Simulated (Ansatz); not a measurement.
Relaxation of the cluster Pd2Au4 with RKS B3LYP-D4/def2-SVP.

```sh
$ ansatz run in.yaml --threads 4 --pin off --events-out ev --progress --plain --max-ram 4787MiB
```

```yaml
crystal:
  periodic: [false, false, false]
  atoms:
    - {symbol: Pd, position_ang: [1.321820, 2.438720, 0.011000]}
    - {symbol: Pd, position_ang: [0.318830, 0.041210, 0.021310]}
    - {symbol: Au, position_ang: [-2.271020, -0.574130, -0.121550]}
    - {symbol: Au, position_ang: [2.349130, -1.359070, 0.173340]}
    - {symbol: Au, position_ang: [-1.295220, 1.952340, -0.118820]}
    - {symbol: Au, position_ang: [-0.423530, -2.499060, 0.034730]}
basis:
  gaussian: {orbitals: def2-SVP}
hamiltonian: {xc: {name: B3LYP}, dispersion: d4}
scf: {lower_state_search: "off"}
output: {orbitals: {seedname: orbitals}}
relax: {f_tol: 0.02, max_steps: 100}
```

Hardware: 4 threads of Intel Xeon 6975P-C on a shared host. Wall time 38 s, peak host memory 0.77 GiB.

Positions (Å) and forces (eV/Å) at steps 1, 2, 3, 4, 5, 7, 8 of 8:

```xyz
6
step=1 energy=-21744.3028 eV
Pd    1.322    2.439    0.011    0.076   -0.110    0.008
Pd    0.319    0.041    0.021    0.515    0.448    0.019
Au   -2.271   -0.574   -0.122   -0.555   -0.414   -0.025
Au    2.349   -1.359    0.173    0.551   -0.886    0.052
Au   -1.295    1.952   -0.119   -0.929    1.541   -0.090
Au   -0.424   -2.499    0.035    0.343   -0.578    0.035
6
step=2 energy=-21744.6089 eV
Pd    1.315    2.463    0.010   -0.164    0.037   -0.009
Pd    0.350    0.096    0.022   -0.138    0.111   -0.012
Au   -2.299   -0.623   -0.122    0.433    0.039    0.026
Au    2.372   -1.508    0.178   -0.314   -0.312   -0.012
Au   -1.387    2.126   -0.128   -0.019   -0.013   -0.002
Au   -0.351   -2.554    0.041    0.202    0.138    0.009
6
step=3 energy=-21744.7097 eV
Pd    1.249    2.550    0.005   -0.092    0.108   -0.007
Pd    0.393    0.141    0.023   -0.067    0.015   -0.005
Au   -2.203   -0.619   -0.116    0.201    0.164    0.009
Au    2.292   -1.670    0.177   -0.097   -0.068   -0.004
Au   -1.428    2.155   -0.132    0.037   -0.122    0.004
Au   -0.304   -2.557    0.044    0.018   -0.097    0.004
6
step=4 energy=-21744.7586 eV
Pd    1.169    2.710    0.012   -0.046   -0.103   -0.014
Pd    0.487    0.197   -0.090   -0.056   -0.053    0.075
Au   -2.044   -0.587   -0.114    0.023    0.087    0.013
Au    2.198   -1.775    0.211   -0.011   -0.096   -0.018
Au   -1.452    2.158   -0.088   -0.032   -0.059   -0.033
Au   -0.357   -2.703    0.069    0.122    0.224   -0.023
6
step=5 energy=-21744.7816 eV
Pd    1.151    2.669   -0.001   -0.022    0.016   -0.003
Pd    0.478    0.168    0.011    0.128   -0.023    0.016
Au   -2.074   -0.551   -0.105   -0.084   -0.012   -0.003
Au    2.231   -1.820    0.180    0.156    0.070    0.004
Au   -1.474    2.153   -0.132    0.002    0.002   -0.003
Au   -0.313   -2.619    0.048   -0.181   -0.053   -0.011
6
step=7 energy=-21744.7859 eV rejected
Pd    1.148    2.658   -0.011    0.017    0.040   -0.001
Pd    0.489    0.156    0.007    0.047   -0.007    0.015
Au   -2.094   -0.544   -0.109   -0.026   -0.016    0.001
Au    2.253   -1.806    0.193    0.025   -0.021   -0.004
Au   -1.469    2.140   -0.118   -0.045    0.048   -0.010
Au   -0.327   -2.604    0.039   -0.018   -0.044   -0.002
6
step=8 energy=-21744.7866 eV
Pd    1.141    2.666    0.002   -0.003   -0.005   -0.001
Pd    0.497    0.156    0.021   -0.008   -0.009    0.002
Au   -2.088   -0.541   -0.107    0.007    0.002    0.001
Au    2.254   -1.818    0.173   -0.002    0.006   -0.001
Au   -1.474    2.144   -0.139    0.006   -0.004    0.000
Au   -0.329   -2.608    0.051    0.000    0.010   -0.001
```

In the def2 sets Au, Pd take a core potential; there is no spin–orbit coupling. The restricted singlet is unstable towards broken spin symmetry at other levels; at B3LYP-D4/def2-SVP this wasn't settled. The relaxation made no stability test and no search for a lower SCF solution. No other spin state of charge 0 was run. Another isomer (singlet) lies 0.75 eV lower at PBE0-D4/def2-TZVP; other spin states weren't run for this one.
